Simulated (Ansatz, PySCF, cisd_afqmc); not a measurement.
System: C2HClF2, charge 0, singlet. C2HClF2 (SMILES ClC=C(F)F).
B3LYP-D3(BJ)/def2-TZVP minimum from Ansatz (a program for electronic structure):
```
C
F 1 1.3142
C 1 1.3211 2 125.89
F 1 1.3214 2 110.95 3 180.00
H 3 1.0772 1 120.39 2 -180.00
Cl 3 1.7210 5 117.15 1 -180.00
```
Charge 0, spin multiplicity 1.

Atomisation energy term by term, kcal/mol (programs: Ansatz, cisd_afqmc). Open shells are spin-unrestricted; no spin-orbit coupling. Cores are frozen in correlated methods. Rows without X2C or -DK are non-relativistic. AFQMC/CISD: phaseless, guided by CISD from CCSD amplitudes; bars are statistical, one sigma. Outlying blocks are dropped, and bars are widened where a walk drifts. Over all cases where full CI ran beside it in this data, AFQMC minus full CI had a median of +0.1 mEh and passed +0.4 mEh in a tenth of the cases. CBS(X,Y): correlation extrapolated as X^-3, Hartree-Fock from the larger set. A bracket is a step between two methods taken in the basis named. 'core' is core correlation in cc-pwCVTZ (1s frozen past Ne), 'X2C' scalar relativity in cc-pVTZ-DK, both at CCSD(T). For partners of very few electrons the exact lower level stands in for a higher one.

| term | basis | kcal/mol |
|---|---|---|
| Hartree-Fock | cc-pV(Q+d)Z | 375.44 |
| CCSD correlation | CBS(cc-pV(T+d)Z,cc-pV(Q+d)Z) | 165.69 |
| (T) | CBS(cc-pV(T+d)Z,cc-pV(Q+d)Z) | 16.28 |
| CCSDT(Q) - CCSD(T) | cc-pV(D+d)Z | 0.88 |
| core correlation | cc-pwCVTZ | 2.67 |
| scalar relativity | X2C, cc-pVTZ-DK | -0.90 |
| minus zero-point energy | Hessian by PySCF at B3LYP-D3(BJ)/def2-TZVP | -17.48 |
| sum: D0 |  | 542.6 |

The step beyond CCSD(T) by other levels: AFQMC/CISD in cc-pV(T+d)Z 0.74 ± 0.27 kcal/mol.
